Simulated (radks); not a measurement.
The numbers below are computed, except where a source is named.
Excited configurations of Pd I: one electron is placed in a higher orbital outside [Kr] 4d9. The ground configuration is [Kr] 4d10. Level of theory: scalar-relativistic Kohn-Sham, PBE, spin-unpolarised, spherical densities, point nucleus (a radial shooting solver on a logarithmic mesh with Libxc functionals). Excitation = E - E(ground); binding = E(ion) - E, where the ion is the core of charge +1; n* = 1/sqrt(2 binding) in atomic units, and the quantum defect is n - n*.

outer orbital,excitation (eV),binding (eV),n*,quantum defect,<r> (bohr)
5s,1.501,7.615,1.337,3.663,3.232
5d,7.549,1.567,2.947,2.053,10.40
5f,8.489,0.626,4.661,0.339,29.54
6f,8.663,0.452,5.487,0.513,44.32
7s,7.821,1.294,3.243,3.757,16.86
7d,8.457,0.658,4.548,2.452,31.32

The Delta-SCF ionisation energy is 9.115 eV (NIST Atomic Spectra Database: 8.337 eV, measured). Self-interaction in the functional shifts the binding energies and quantum defects, so they are the method's values and not measured ones. Spin polarisation and multiplet splitting are left out, so open shells lie too high by an amount that depends on their filling.

Beside tabulated values, note that spin-unpolarised runs miss the spin-polarisation part of the exchange energy of open shells.
